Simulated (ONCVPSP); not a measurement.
## Al: one change to an ONCV potential, before and after

```
Element                 : aluminium
Generator               : ONCVPSP 4.0.1
Type                    : optimised norm-conserving Vanderbilt (ONCV)
Functional              : LDA (Perdew-Wang 92)
Relativity              : non-relativistic
Frozen core             : [Ne]
Valence charge          : 3
Reference configuration : 3s2 3p1
Partial waves           : 3s: rc 1.70 bohr, ncon 4, nbas 9, qcut 3.3 1/bohr, 2 projectors, debl 2.8 Ha; 3p: rc 2.50 bohr, ncon 4, nbas 8, qcut 2.7 1/bohr, 1 projector; d scattering state at 0.36 Ha: rc 2.65 bohr, ncon 4, nbas 7, qcut 3.1 1/bohr, 1 projector
Local potential         : polynomial inside 1.05 bohr (lpopt 5, dvloc0 0 Ha)
Core correction         : Teter function, fcfact 2.75, rcfact 1.1
```

Change: local potential polynomial inside 1.15 bohr (lpopt 5, dvloc0 1 Ha).

Cutoffs: the cutoffs (Ha) at which the residual kinetic energy of the hardest occupied pseudo-wave falls to 1 and 0.1 mHa per electron; they do not see the model core or the augmentation charge, which bear on the density cutoff. Errors are all-electron minus pseudo energies relative to the spin-unpolarised reference configuration.

How do hardness, ghosts and transferability respond?

The potential gets neither clearly harder nor softer (5.6 Ha and 18 Ha → 5.6 Ha and 18 Ha); the lowest positive-energy flag moves from d at 54.1 eV to s at 111.9 eV; the errors of the 4 common tests hardly move; neither file shows a bound ghost.

| quantity | base | changed |
| --- | --- | --- |
| cutoff, loose | 5.6 Ha | 5.6 Ha |
| cutoff, tight | 18 Ha | 18 Ha |
| bound ghosts | none | none |
| GHOST(+) flags under 300 eV | d at 54.1 eV, s at 95.5 eV | s at 111.9 eV |
| error for 3s2 3p0, meV [ΔE 5.85 eV] | +2.1 | +2.1 |
| error for 3s1 3p0, meV [ΔE 25.19 eV] | +58 | +58 |
| error for 3s2 3p0.5, meV [ΔE 2.13 eV] | +0.4 | +0.4 |
| error for 3s0 3p3, meV [ΔE 10.43 eV] | +24 | +23 |
| s: phases at 1.73 bohr within 0.05 rad from the reference energy up to (Ha; the scan ends near 5) | 3.3 | 3.7 |
| p: phases at 2.54 bohr within 0.05 rad from the reference energy up to (Ha; the scan ends near 5) | 1.0 | 1.0 |
| d: phases at 2.69 bohr within 0.05 rad from the reference energy up to (Ha; the scan ends near 5) | 1.5 | 1.4 |
| rms error of d²Exc/dni dnj with the model core, mHa | 2.36 | 2.36 |

Base: The cutoffs count occupied waves only; projector 2 of the s channel, the hardest unoccupied one, needs 43 Ha at the loose tolerance. Changed file: The cutoffs count occupied waves only; projector 2 of the s channel, the hardest unoccupied one, needs 43 Ha at the loose tolerance.
